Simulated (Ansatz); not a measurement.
Species, as SMILES: F[C]F (closed-shell singlet).
Atoms: F1, C2, F3. Bonds: F1-C2, C2-F3.

Basis-set convergence of the lowest harmonic wavenumber at B3LYP with Ansatz (an electronic-structure program). Each level at its own minimum, finite differences of forces, unscaled; the reference is a large set that could be run, not a limit. All functions are spherical. The program fits the integrals of some runs and decomposes those of others, by size. No added dispersion term, no relativity. Reference: the value in aug-pcseg-2, 669 cm⁻¹. Deviations are taken from unrounded values.

```json
[
 {"basis": "6-31G", "functions": "27", "lowest harmonic wavenumber (cm⁻¹)": "580", "minus reference (cm⁻¹)": "-89"},
 {"basis": "pcseg-0", "functions": "27", "lowest harmonic wavenumber (cm⁻¹)": "586", "minus reference (cm⁻¹)": "-83"},
 {"basis": "def2-SVP", "functions": "42", "lowest harmonic wavenumber (cm⁻¹)": "684", "minus reference (cm⁻¹)": "15"},
 {"basis": "cc-pVTZ", "functions": "90", "lowest harmonic wavenumber (cm⁻¹)": "670", "minus reference (cm⁻¹)": "2"},
 {"basis": "pcseg-2", "functions": "90", "lowest harmonic wavenumber (cm⁻¹)": "670", "minus reference (cm⁻¹)": "1"},
 {"basis": "def2-TZVPP", "functions": "93", "lowest harmonic wavenumber (cm⁻¹)": "669", "minus reference (cm⁻¹)": "1"},
 {"basis": "6-311++G(3df,3pd)", "functions": "117", "lowest harmonic wavenumber (cm⁻¹)": "672", "minus reference (cm⁻¹)": "3"},
 {"basis": "cc-pCVTZ", "functions": "129", "lowest harmonic wavenumber (cm⁻¹)": "671", "minus reference (cm⁻¹)": "2"},
 {"basis": "aug-pcseg-2", "functions": "138", "lowest harmonic wavenumber (cm⁻¹)": "669", "minus reference (cm⁻¹)": "0"}
]
```

The smallest set listed that lies within 20 cm⁻¹ of the reference with all its larger relatives (same family, alike in diffuse functions; a set with none counts only in the reference's own line) is def2-SVP (42 functions, 15 cm⁻¹ off). Inside, with no larger relative to test it: cc-pVTZ, pcseg-2, 6-311++G(3df,3pd), cc-pCVTZ. (Relatives not listed, tested too: def2-TZVP 1 cm⁻¹.)
